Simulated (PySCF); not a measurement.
**Steps of a relaxation of OsO3(H2O)2**

OsO3(H2O)2 (singlet). PySCF 2.14.0, RKS r2SCAN, Os def2-SVP with ECP60, O def2-SVP, H def2-SVP; non-relativistic Hamiltonian with scalar-relativistic core potentials where named; density fitting; no spin-orbit coupling. Origin of the start: template. Columns: position (Å) and force (eV/Å). Energies are counted from the last step; some of the 60 steps are shown. Forces carry noise of the integration grid, about 0.01 to 0.03 eV/Å.

Run from Python with OMP_NUM_THREADS=4. Where DIIS fails, smearing, a level shift and second-order steps follow.
It took 5.4 min on 4 threads of Arm Neoverse V2, on a shared host, from the converged density of the start.

```xyz
10
step 0  E = 16.718 eV
Os    0.0486    0.0000    0.0000   -13.16    0.00    0.00
O     0.0486    0.0000    1.4652    -3.05    0.00   37.73
O     0.0486    0.0000   -1.4652    -3.05    0.00  -37.73
O     1.5138    0.0000    0.0000    31.08    0.00    0.00
O    -0.9414    1.7147    0.0000    -4.53    3.70    0.00
H    -0.5696    2.6107    0.0000     0.42   -0.28    0.00
H    -1.9032    1.8407    0.0000    -1.79    0.91    0.00
O    -0.9414   -1.7147    0.0000    -4.53   -3.70    0.00
H    -1.9032   -1.8407    0.0000    -1.79   -0.91    0.00
H    -0.5696   -2.6107    0.0000     0.42    0.28    0.00
```

```xyz
10
step 20  E = 0.023 eV
Os    1.0719    0.0000    0.0000    -0.01    0.00    0.00
O     0.2906    0.0000    1.5130    -0.06    0.00   -0.18
O     0.2906    0.0000   -1.5130    -0.06    0.00    0.18
O     2.7725    0.0000    0.0000    -0.04    0.00    0.00
O    -1.3513    2.2388    0.0000     0.07    0.01    0.00
H    -1.1300    3.1777    0.0000     0.00    0.03    0.00
H    -2.3158    2.2288    0.0000     0.01   -0.01    0.00
O    -1.3513   -2.2388    0.0000     0.07   -0.01    0.00
H    -2.3158   -2.2288    0.0000     0.01    0.01    0.00
H    -1.1300   -3.1777    0.0000     0.00   -0.03    0.00
```

```xyz
10
step 39  E = -0.003 eV
Os    0.7088    0.0000    0.0000    -0.07    0.00    0.00
O    -0.1267    0.0000    1.4802    -0.01    0.00    0.01
O    -0.1267    0.0000   -1.4802    -0.01    0.00   -0.01
O     2.4097    0.0000    0.0000     0.06    0.00    0.00
O    -1.0792    2.7417    0.0000     0.01   -0.02    0.00
H    -0.8951    3.6885    0.0000     0.02    0.02    0.00
H    -2.0426    2.6940    0.0000    -0.01    0.01    0.00
O    -1.0792   -2.7417    0.0000     0.01    0.02    0.00
H    -2.0426   -2.6940    0.0000    -0.01   -0.01    0.00
H    -0.8951   -3.6885    0.0000     0.02   -0.02    0.00
```

Where does the relaxation end?

It stopped unconverged at step 59:
```xyz
10
step 59  E = 0
Os    0.6595    0.0000    0.0000
O    -0.1789    0.0000    1.4787
O    -0.1789    0.0000   -1.4787
O     2.3610    0.0000    0.0000
O    -1.0502    2.7984    0.0000
H    -0.8510    3.7422    0.0000
H    -2.0144    2.7662    0.0000
O    -1.0502   -2.7984    0.0000
H    -2.0144   -2.7662    0.0000
H    -0.8510   -3.7422    0.0000
```
